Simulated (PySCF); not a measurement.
# Er⁶²⁺ (erbium, charge +62) across methods

[He] 2s2 2p2, high-spin 3P determinant. Calculation: PySCF 2.14, in an uncontracted even-tempered set (17 s from 39 bohr⁻², ratio 2.2; 10 p from 51 bohr⁻², ratio 2.2; 5 d from 190 bohr⁻², ratio 2.4; 5 f from 280 bohr⁻², ratio 2.4; 4 g from 430 bohr⁻², ratio 2.4); no relativity, point nucleus.

| method | E (hartree) | mean ε 2s α (eV) | mean ε 2s β (eV) | mean ε 2p α (eV) | Σ⟨r²⟩ (bohr²) | ⟨S²⟩ |
| --- | --- | --- | --- | --- | --- | --- |
| UHF | -6717.26153 | -14253.3 | -14146.5 | -14050.2 | 0.03478 | 2.000 |
| PBE0 | -6716.99 | -14141.6 | -14074.2 | -13940.3 | 0.03479 | 2.000 |
| PBEsol | -6714.24 | -14100.0 | -14044.7 | -13899.4 | 0.03480 | 2.000 |
| r2SCAN | -6717.31 | -14121.9 | -14055.2 | -13921.1 | 0.03479 | 2.000 |
| LDA | -6710.41 | -14095.1 | -14039.4 | -13895.3 | 0.03482 | 2.000 |
| PBE | -6716.83 | -14103.9 | -14049.4 | -13903.4 | 0.03480 | 2.000 |
| B97-3 | -6717.06 | -14144.4 | -14078.0 | -13942.2 | 0.03478 | 2.000 |

A non-relativistic calculation at this Z misses sizeable relativistic shifts. Spin-orbit coupling is strong in this species (close to jj coupling), so the high-spin LS determinant is a model state, not a physical level.
